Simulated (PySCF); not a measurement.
Simulation results for Al2BH5N

Computed with PySCF 2.14.0. Calculation on a computer-drawn molecule: the log of a Hartree-Fock and frozen-core CCSD(T) single point meant for a local Hartree-Fock minimum, with one planted fault or none, to be diagnosed. Offsets are logged minus clean, where the clean run is the same molecule without the fault. The reference is restricted for singlets and unrestricted otherwise, and also for a bond in bohr or an excited solution. Adding or removing an electron swaps singlet and doublet. The excited solution moves the top pair (singlet) or top alpha electron (doublet) to the lowest empty orbital. Highest occupied and lowest empty are orbital energies over both spins, largest force is the largest gradient component, triples share is (T) over the correlation energy, the T1 limit is 0.02 restricted and 0.045 unrestricted, electrons count all cores, a negative frequency is imaginary (commonest isotopes), and the dipole is about the centre of nuclear charge.

Entry: Al2BH5N

Logged structure:
```xyz
9
Al2BH5N
N     -1.7626     0.1477    -2.4001
Al    -2.4895    -1.0312    -1.4216
B     -2.8802    -0.6659     0.5366
Al    -3.2804    -0.3357     2.4772
H     -1.4924     1.0293    -2.1270
H     -1.5561     0.0269    -3.3321
H     -2.8361    -2.3638    -2.0614
H     -2.9283     1.0031     3.1065
H     -3.9339    -1.4182     3.3207
```

* meant charge: 0
* meant multiplicity: 2
* meant basis: cc-pV(D+d)Z
* logged electrons: 43
* logged basis functions: 99
* logged SCF converged: yes
* logged spin squared: 0.7569
* logged highest occupied: -8.3208 eV
* logged lowest empty: 0.57123 eV
* logged largest force: 0.044568 hartree/bohr
* logged T1 diagnostic: 0.015756
* logged D1 diagnostic: 0.044803
* logged triples share: 0.023882
* logged CC converged: yes
* logged dipole magnitude: 1.7064 debye
* logged SCF stable within its kind: yes
* logged energy HF: -565.82246 hartree
* logged energy CCSD(T): -566.23949 hartree
* possible faults: no fault, one electron removed, one electron added, multiplicity raised by two, geometry at a saddle point, SCF held on an excited solution, minimal basis STO-3G, one bond length entered in bohr, all coordinates scaled
* planted fault: all coordinates scaled, by -4.1 %
* HF energy offset from clean run: 8.891 kcal/mol
* CCSD(T) energy offset from clean run: 10.86 kcal/mol

Drawn bonds:
| atom | other atom | order |
| --- | --- | --- |
| 1 | 2 | 1 |
| 2 | 3 | 1 |
| 3 | 4 | 1 |
| 1 | 5 | 1 |
| 1 | 6 | 1 |
| 2 | 7 | 1 |
| 4 | 8 | 1 |
| 4 | 9 | 1 |
